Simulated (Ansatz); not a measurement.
ClH4NOSSi (`N[Si](O)(S)Cl`). Total charge 0; spin multiplicity 1.

```
atom    x (Å)    y (Å)    z (Å)
  N1  -0.7936  -0.3596  -1.1400
 Si2   0.2871   0.0242   0.0963
  O3   1.1633  -1.2540   0.6105
  S4  -0.7581   0.7527   1.7921
 Cl5   1.5805   1.4307  -0.6675
  H6  -1.6496  -0.8480  -0.9371
  H7  -0.4838  -0.4866  -2.0892
  H8   1.9072  -1.0801   1.1906
  H9  -1.2531   1.8207   1.1442
```

(1) List the harmonic frequencies (cm⁻¹, unscaled) at PBE0-D4/def2-TZVP in Ansatz. (An estimate is asked.)

(2) Is this a minimum?

(3) Give the ideal-gas thermochemistry at 298.15 K and 1 bar (rigid rotor, harmonic oscillator; point group C1, symmetry number 1).

(4) And at 400, 500, 600, 800 and 1000 K?

Answers

(1) Ansatz gave: 119, 141, 205, 245, 269, 284, 293, 339, 354, 482, 563, 746, 826, 844, 866, 982, 1569, 2714, 3613, 3715, 3911.

(2) Yes, all 21 modes are real.

(3) Zero-point energy 138.0 kJ/mol; H(298) − E = 161.7 kJ/mol; entropy 365.4 J/(mol·K), of which translation 169.5, rotation 117.2, vibration 78.7; G(298) − E = 52.7 kJ/mol.

(4) 
| T (K) | H − E (kJ/mol) | S (J/mol/K) | G − E (kJ/mol) |
| --- | --- | --- | --- |
| 400 | 174.9 | 403.4 | 13.5 |
| 500 | 189.0 | 435.0 | -28.5 |
| 600 | 204.0 | 462.3 | -73.3 |
| 800 | 235.8 | 508.0 | -170.6 |
| 1000 | 269.4 | 545.4 | -276.0 |
